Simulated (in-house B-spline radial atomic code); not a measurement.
Configurations of the neon ion Ne²⁺, with energies counted from [He] 2s2 2p4. All numbers are computed (Dirac-Hartree-Fock, average of configuration; Fermi nucleus of rms radius 3.0055 fm) with an all-electron radial atomic-structure program (B-spline basis), not measured. Energies include first-order Breit, QED and recoil terms.

Occupations are held fixed; configurations that lie above the ionisation limit could autoionise.

```
   configuration  E - E(ref) (eV)  highest orbital  its <r> (bohr)
    [He] 2s1 2p5           27.941            2p3/2          0.8154
[He] 2s2 2p3 3s1           41.427            3s1/2           2.593
[He] 2s2 2p3 3d1           51.514            3d5/2           3.298
[He] 2s2 2p3 5f1           60.671            5f7/2           10.49
[He] 2s2 2p3 5g1           60.675            5g9/2           9.166
[He] 2s2 2p3 6f1           62.169            6f7/2           15.98
[He] 2s1 2p4 3d1           77.085            3d5/2           3.288
[He] 2s1 2p4 4d1           83.269            4d5/2           6.702
[He] 2s1 2p4 5d1           86.137            5d5/2           11.12
[He] 2s1 2p4 5f1            86.27            5f7/2           10.49
```

Problem. Order these further configurations by energy, lowest first.
A. [He] 2s1 2p4 5g1
B. [He] 2s2 2p3 6g1
C. [He] 2s2 2p3 6d1
D. [He] 2s2 2p3 5d1
E. [He] 2s2 2p3 4d1

Solution. E (57.682 eV), D (60.544 eV), C (62.093 eV), B (62.171 eV), A (86.274 eV).

Problem. How far above the reference does [He] 2s2 2p3 4f1 lie?

Solution. 57.916 eV; its least bound orbital is 4f7/2 with <r> = 5.992 bohr.

Problem. How far above the reference does [He] 2s2 2p3 6s1 lie?

Solution. 61.175 eV; its least bound orbital is 6s1/2 with <r> = 13.94 bohr.

Problem. How far above the reference does [He] 2s1 2p4 6d1 lie?

Solution. 87.688 eV; its least bound orbital is 6d5/2 with <r> = 16.55 bohr.
